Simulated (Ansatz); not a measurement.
C2H8InNO (`C[N](C)[InH][OH]`). The species carries charge 0 and has multiplicity 1. In: def2 effective core potential.

```xyz
13

C     1.409   -0.082   -0.255
N     0.061    0.338    0.031
C    -0.064    1.755    0.226
In   -1.447   -0.971    0.134
O    -0.647   -2.759   -0.225
H     1.795    0.396   -1.169
H     2.097    0.184    0.563
H     1.457   -1.164   -0.395
H     0.254    2.320   -0.665
H     0.555    2.109    1.065
H    -1.099    2.037    0.440
H    -3.090   -0.686    0.454
H    -1.281   -3.477   -0.205
```

(1) What are the harmonic wavenumbers in cm⁻¹ at PBE0-D4/def2-TZVP (Ansatz, finite differences of forces, unscaled)? (An estimate is asked.)

(2) Is this a minimum?

(3) Give the ideal-gas thermochemistry at 298.15 K and 1 bar (rigid rotor, harmonic oscillator; point group Cs, symmetry number 1).

(4) And at 400, 500, 600, 800 and 1000 K?

(5) Rotational constants (cm⁻¹)?

## Answers

(1) The calculation gave: 88, 106, 116, 237, 239, 264, 289, 298, 395, 422, 537, 594, 783, 1015, 1095, 1118, 1155, 1244, 1295, 1442, 1465, 1466, 1478, 1498, 1516, 1878, 2959, 2966, 2990, 3001, 3095, 3120, 3907.

(2) Yes, all 33 modes are real.

(3) Zero-point energy 263.6 kJ/mol; H(298) − E = 288.6 kJ/mol; entropy 380.5 J/(mol·K), of which translation 173.4, rotation 115.4, vibration 91.7; G(298) − E = 175.1 kJ/mol. Modes under 100 cm⁻¹ are hindered rotations or soft bends, so the harmonic entropy is rough.

(4) 
```tsv
T (K)	H − E (kJ/mol)	S (J/mol/K)	G − E (kJ/mol)
400	302.6	420.8	134.3
500	318.4	456.0	90.4
600	336.1	488.1	43.2
800	375.8	545.1	-60.3
1000	420.1	594.5	-174.4
```

(5) 0.1635, 0.06447, 0.04706.
